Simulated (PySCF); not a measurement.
**How methods differ on the excitation energy of O⁺**

O⁺ [He] 2s2 2p3 (4S) → O⁺ [He] 2s2 2p2 3d1 (high-spin determinant), as a difference of total energies. Calculation: PySCF 2.14, in aug-cc-pVTZ with one added diffuse shell each of s, p, d, f type (6s5p4d3f, 62 functions); the non-relativistic Hamiltonian (point nucleus). Correlated levels: valence: 1s2 frozen. The calculations carry no spin-orbit coupling.

| method | excitation energy (cm⁻¹) |
| --- | --- |
| UHF | 229710 |
| LDA | 231870 |
| PBE | 227930 |
| PBE0 | 229750 |
| r2SCAN | 232710 |
| BP86 | 227520 |
| BLYP | 226330 |
| PW91 | 228800 |
| CAM-B3LYP | 230820 |
| MP2 (valence) | 233360 |
| SCS-MP2 (valence) | 231500 |

A first-order spin-orbit estimate (lowest level to lowest level, LS coupling) adds -0.018 eV.

The promoted electron is Rydberg-like, and one or two diffuse shells describe it only roughly, which tends to raise the upper state.

The determinant of the upper state mixes LS terms, which raises its energy above the lowest term, most at the Hartree-Fock and MP2 levels.
